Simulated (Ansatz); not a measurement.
Species: sum formula YOCl, net charge 0, singlet state. SMILES: [Cl][Y]=[O]
Geometry: optimised at B3LYP-D3(BJ)/def2-TZVP (Ansatz, a first-principles code).

Computed values are from Ansatz. Cores are frozen in the correlated levels unless marked. Open shells are spin-unrestricted. Spin-orbit coupling is left out. The frozen core is the preceding noble-gas configuration, with the filled d and f shells of earlier blocks. Past Kr the def2 sets carry scalar-relativistic core potentials. CBS marks a two-point X^-3 extrapolation of the correlation energy; Hartree-Fock from the larger set. The bracket is a focal-point correction in the basis named.

Task: What is the total energy at CCSD(T)/CBS(def2-TZVPPD,def2-QZVPPD)?

Result: -573.0198 Eh.

Task: What is the T1 diagnostic at CCSD/def2-QZVPPD?

Result: 0.020.

Task: What is the vertical ionisation energy (to the doublet) at RI-MP2/CBS(def2-TZVPPD,def2-QZVPPD)+[CCSD(T)-MP2]/def2-TZVPPD?

Result: 9.35 eV.

Task: What is the dipole moment at CCSD(T)/def2-SVPD?

Result: 7.92 D.

Task: What is the vertical triplet-singlet gap at RI-MP2/CBS(def2-TZVPPD,def2-QZVPPD)+[CCSD(T)-MP2]/def2-TZVPPD?

Result: 3.16 eV.
